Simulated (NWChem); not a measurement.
**Relativistic effects in tin monoxide (OSn)**

```xyz
2

Sn     0.0000     0.0000     0.2536
O      0.0000     0.0000    -1.5848
```
Charge 0, spin multiplicity 1.

Everything below was run with NWChem. The geometry was optimised at PBE0/def2-SVP with def2 effective core potentials on Sn, a minimum by its harmonic frequencies.

Functional PBE0, all-electron basis x2c-SVPall-2c, contracted for the X2C Hamiltonian and used here with ZORA. The ion keeps the geometry and has multiplicity 2 in the scalar run; the spin-orbit run starts from the same electron counts.

Costs are rough ratios of processor time within this set of runs, SCF included, with scalar ZORA as 1.

No SCF solution was tested for a lower state.

```tsv
Hamiltonian	ΔSCF ionisation energy (eV)	HOMO (eV)	LUMO (eV)	gap (eV)	relative cost
scalar ZORA	9.79	-7.61	-2.16	5.45	1
spin-orbit ZORA	[?]	[?]	[?]	[?]	under 3
```

### Question
Fill in the missing entries.

### Answer

- spin-orbit ZORA, ΔSCF ionisation energy (eV): 9.81
- spin-orbit ZORA, HOMO (eV): -7.62
- spin-orbit ZORA, LUMO (eV): -2.27
- spin-orbit ZORA, gap (eV): 5.35
